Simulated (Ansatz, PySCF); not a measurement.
System: SF, net charge 0, doublet state. 
Geometry from a B3LYP-D3(BJ)/def2-TZVP (Ansatz, an electronic-structure program) optimisation:
```xyz
2

S      0.0000     0.0000    -0.5793
F      0.0000     0.0000     1.0299
```
Charge 0, spin multiplicity 2.

Dipole moments at this geometry, in debye (magnitudes).

```json
[
 {"level": "HF/def2-TZVPD", "program": "PySCF", "dipole (D)": "1.18"},
 {"level": "SVWN5/def2-TZVPD", "program": "Ansatz", "dipole (D)": "0.61"},
 {"level": "PBE/def2-TZVPD", "program": "PySCF", "dipole (D)": "0.58"},
 {"level": "M06-L/def2-TZVPD", "program": "PySCF", "dipole (D)": "0.63"},
 {"level": "r2SCAN/def2-TZVPD", "program": "Ansatz", "dipole (D)": "0.65"},
 {"level": "B3LYP/def2-TZVPD", "program": "Ansatz", "dipole (D)": "0.79"},
 {"level": "PBE0/def2-TZVPD", "program": "Ansatz", "dipole (D)": "0.77"},
 {"level": "BHLYP/def2-TZVPD", "program": "Ansatz", "dipole (D)": "0.99"},
 {"level": "PW6B95/def2-TZVPD", "program": "PySCF", "dipole (D)": "0.83"},
 {"level": "MN15/def2-TZVPD", "program": "PySCF", "dipole (D)": "0.84"},
 {"level": "CAM-B3LYP/def2-TZVPD", "program": "Ansatz", "dipole (D)": "0.87"},
 {"level": "wB97M-V/def2-TZVPD", "program": "Ansatz", "dipole (D)": "0.82"},
 {"level": "wB97X-V/def2-TZVPD", "program": "Ansatz", "dipole (D)": "0.81"},
 {"level": "CCSD(T)/aug-cc-pV(D+d)Z", "program": "Ansatz", "dipole (D)": "0.85"}
]
```
